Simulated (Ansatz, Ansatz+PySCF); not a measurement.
```csv
atom,x (Å),y (Å),z (Å)
Li,0.0000,0.0000,-2.1256
F,0.0000,0.0000,0.7085
```

Basis set: STO-3G (spherical functions). Frozen core: 1 orbital. Charge 0, multiplicity 1.

Computed with Ansatz (development build ahead of 0.2.0); each method stands on the lowest determinant of its kind that the runs found. Restricted open shells among the atoms or ions are ROHF, correlated in semicanonical orbitals with singles. Restricted functionals stand beside restricted open-shell atoms, which can lie above the unrestricted atoms usual in DFT and then raise those values.

The atomization energy at this shape (free ground-state atoms in the same class of orbitals less the molecule, no zero-point energy) of singlet LiF:

```csv
method,atomization energy
PBE0 (unrestricted),60.1 kJ/mol
RHF-CCSD(T),35.4 kJ/mol
UHF-MP2,23.9 kJ/mol
RHF-MP2,-126.6 kJ/mol
UHF-CCSD(T),25.3 kJ/mol
RHF,-314.7 kJ/mol
UHF,22.3 kJ/mol
```

Q: What does PBE0 (restricted) give?

A: 0.2 kJ/mol. Caution: the shape is not the minimum. Caution for PBE0 (unrestricted), UHF-MP2, UHF-CCSD(T), UHF: the unrestricted determinant is a mixture of spin states. Caution for PBE0 (restricted), RHF-CCSD(T), RHF-MP2, RHF: an unrestricted determinant lies well below. Caution for RHF-CCSD(T), UHF-MP2, RHF-MP2, UHF-CCSD(T): large amplitudes, a single reference is doubtful. Caution for RHF-CCSD(T): the amplitudes may be one of several solutions. Caution for UHF-MP2, UHF-CCSD(T): a plain start can end on a higher determinant. Caution for RHF-MP2, RHF: the molecule lies well above its atoms at this level. Caution for RHF-MP2: the program doubts this total. Caution for UHF-CCSD(T): another reference gives a lower total.

This basis has no polarisation functions and is too small for such energies, which can lie far from measured ones in either direction.
